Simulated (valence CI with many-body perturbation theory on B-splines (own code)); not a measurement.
**Questions on In X**

Method: configuration interaction combined with many-body perturbation theory (CI+MBPT): four valence electrons over a frozen Dirac-Fock core [Kr], a basis of 7 s, 7 p, 8 d, 6 f, 4 g, 1 h functions for each j, with the one-electron correlation potential Σ1 (screened to all orders), the two-electron term Σ2, the three-electron term Σ3, Breit, model QED; selected single and double excitations, second order for the rest, scaled by the run's own slope (own B-spline code, finite nucleus).

No measured levels were compared; by estimate terms of the open shell hold to 2 to 4 % of their energy, and close levels can change places. Only levels of the ground parity were solved; by the run's estimate the other parity begins above the list, which can be wrong where configurations are misplaced.

Names give the largest LS component (configuration and term), which can be under half, so a name can repeat, a term be missing and a line seem to break the LS rules; names also repeat where a configuration has a term twice.

Rates and lifetimes use the calculated energies. Strong lines usually hold to 10 to 20 %, long lifetimes can be off by a factor of two.

Problem. What is the ground level?

Solution. 4d4 5D_0, composition 86 % 4d4 5D + 12 % 4d4 3P.

Problem. What is the ionisation energy?

Solution. 178.9 eV; NIST lists 178 ± 2.2 eV (theoretical).

Problem. How is the term 5D of the ground level split?

Solution. J = 0 at 0.0, J = 1 at 2304, J = 2 at 5189, J = 3 at 8140, J = 4 at 11015 cm⁻¹.

Problem. How well does LS coupling describe the low levels?

Solution. Among the lowest 20 levels the leading LS term, summed over configurations, holds 76 % on average. For single configurations the figures are 76 % in LS and 62 % in jj coupling. Terms mix most in the J = 4 level at 35920 cm⁻¹, where the leading one holds 40 %.
